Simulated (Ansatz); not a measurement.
Isolated molecules relaxed with PBE0-D4/def2-TZVP in Ansatz; ΔE leaves out vibrations. CBS: MP2 limit from def2 TZ/QZ plus the TZ coupled-cluster correction, frozen cores. Functionals use def2-TZVPP. B3LYP here is the variant with VWN-RPA as its local correlation; programs differ in this. For Ge outer-core shells are correlated without core-valence functions, which leaves a few kJ/mol of doubt a bond. Scalar relativity is left out up to krypton. Each species was taken in one conformer, which may not be the lowest.

`C[SiH2][B](C)[AlH2]` + `F[C](F)(F)[GeH3]` → `C[SiH2]C(F)(F)F` + `C[B]([AlH2])[GeH3]`  (redistribution)

```csv
level,ΔE (kJ/mol),difference from CCSD(T)/CBS
PBE-D4,-24.8,7.3
r2SCAN-D4,-28.5,3.6
PBE0-D4,-26.3,5.8
B3LYP-D4,-28.5,3.6
ωB97X-V,-27.7,4.4
ωB97M-V,-30.3,1.8
B2PLYP,-30.5,1.6
PBE,-25.8,6.3
r2SCAN,-28.9,3.2
PBE0,-27.2,4.9
B3LYP,-30.0,2.1
HF/def2-TZVPP,-31.9,0.2
MP2/def2-TZVPP,-31.1,1.0
SCS-MP2/def2-TZVPP,-30.5,1.6
CCSD/def2-TZVPP,-29.7,2.4
CCSD(T)/def2-TZVPP,-28.9,3.2
HF/def2-QZVPP,-31.3,0.8
MP2/def2-QZVPP,-32.7,-0.6
SCS-MP2/def2-QZVPP,-31.7,0.4
HF/CBS(def2),-31.3,0.8
MP2/CBS(def2),-34.3,-2.2
CCSD/CBS(def2),-32.9,-0.8
CCSD(T)/CBS,-32.1,0
```

Largest T1 diagnostic among the species: 0.012.
